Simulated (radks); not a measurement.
Results of a calculation; reference values are marked as such.
The nuclear charge of the ruthenium ion Ru2+ is varied continuously with 42 electrons held in [Kr] 4d6. Code: a radial shooting solver on a logarithmic mesh with Libxc functionals. Model: Dirac Kohn-Sham, BLYP, spin-unpolarised, spherical densities, finite nucleus; open shells are shared between the two j in proportion to 2j + 1; Fermi nuclear charge, rms radius 4.4809 fm. By the Hellmann-Feynman theorem dE/dZ = E(electron-nucleus)/Z, the electronic potential at the nucleus (averaged over a nucleus of fixed radius).

| Z | E (hartree) | E(electron-nucleus)/Z (hartree) | HOMO | e(HOMO) (eV) | <r> HOMO (bohr) |
|---|---|---|---|---|---|
| 43.5 | -4407.84166 | -244.564 | 4d5/2 | -17.244 | 1.645 |
| 43.6 | -4432.33641 | -245.331 | 4d5/2 | -18.518 | 1.622 |
| 43.7 | -4456.90793 | -246.099 | 4d5/2 | -19.821 | 1.600 |
| 43.8 | -4481.55621 | -246.867 | 4d5/2 | -21.152 | 1.579 |
| 43.9 | -4506.28125 | -247.634 | 4d5/2 | -22.512 | 1.559 |
| 44 | -4531.08305 | -248.402 | 4d5/2 | -23.899 | 1.540 |
| 44.1 | -4555.96161 | -249.169 | 4d5/2 | -25.312 | 1.521 |
| 44.2 | -4580.91694 | -249.937 | 4d5/2 | -26.753 | 1.503 |
| 44.3 | -4605.94904 | -250.705 | 4d5/2 | -28.219 | 1.486 |
| 44.4 | -4631.05792 | -251.473 | 4d5/2 | -29.711 | 1.469 |
| 44.5 | -4656.24358 | -252.241 | 4d5/2 | -31.229 | 1.453 |
| 44.6 | -4681.50604 | -253.009 | 4d5/2 | -32.771 | 1.437 |
| 44.7 | -4706.84531 | -253.777 | 4d5/2 | -34.338 | 1.422 |
| 44.8 | -4732.26139 | -254.545 | 4d5/2 | -35.930 | 1.407 |
| 44.9 | -4757.75431 | -255.313 | 4d5/2 | -37.546 | 1.393 |
| 45 | -4783.32407 | -256.082 | 4d5/2 | -39.186 | 1.379 |

The central difference of E at Z = 44 is -248.402 hartree, to compare with the third column; the second derivative is -7.68 hartree.
